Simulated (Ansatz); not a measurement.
Consider the ligand exchange at the Al–I bond: `[OH][AlH][I]` + NH₃ → `[NH2][AlH][OH]` + HI.

Program: Ansatz. Geometries: PBE0-D4/def2-TZVP. ΔE: electronic, gas phase. CCSD(T)/CBS is the MP2 limit (def2-TZVPP, def2-QZVPP) plus CCSD(T) − MP2 in def2-TZVPP, frozen cores. This one scheme is used for every species. Functionals use def2-TZVPP. B3LYP here is the variant with VWN-RPA as its local correlation; programs differ in this. HSE06 is defined as in plane-wave codes. Elements past krypton have def2 core potentials. For I outer-core shells are correlated without core-valence functions, which leaves a few kJ/mol of doubt a bond. Each species was taken in one conformer, which may not be the lowest.

```tsv
level	ΔE (kJ/mol)
r2SCAN-D4	66.6
B3LYP-D4	61.0
HSE06	71.1
CCSD(T)/def2-SVP	61.6
SCS-MP2/def2-TZVPP	64.5
CCSD(T)/def2-TZVPP	62.8
SCS-MP2/def2-QZVPP	67.0
HF/CBS(def2)	68.4
```

Q: What does CCSD(T)/CBS give? (Estimate.)

A: Ansatz gave: +68.2 kJ/mol. The listed levels differ from it by -1.6, -7.2, 2.9, -6.6, -3.7, -5.4, -1.2, 0.2 kJ/mol.

Q: What do rigid-rotor, harmonic-oscillator terms from PBE0-D4/def2-TZVP frequencies (298.15 K, 1 bar) make of the CCSD(T)/CBS value? (Estimate.)

A: The calculation gave: ΔZPE = -12.3 kJ/mol, ΔH = +55.9 kJ/mol, ΔS = -4 J/(mol·K), ΔG = +57.2 kJ/mol.

Largest T1 diagnostic among the species: 0.011.

At CCSD(T), def2-SVP lies −6.6 kJ/mol from the extrapolated value and def2-TZVPP −5.4 kJ/mol. From PBE to PBE0 (25 % exact exchange), in def2-TZVPP and without D4, ΔE moves by +3.5 kJ/mol. Leaving LDA and LC-ωPBE aside and taking each functional with its dispersion term where it has one, the values, not all of them listed here, spread over 15.8 kJ/mol, from CAM-B3LYP-D4 to PBE-QIDH. LDA lies −7.4 kJ/mol from PBE without D4.
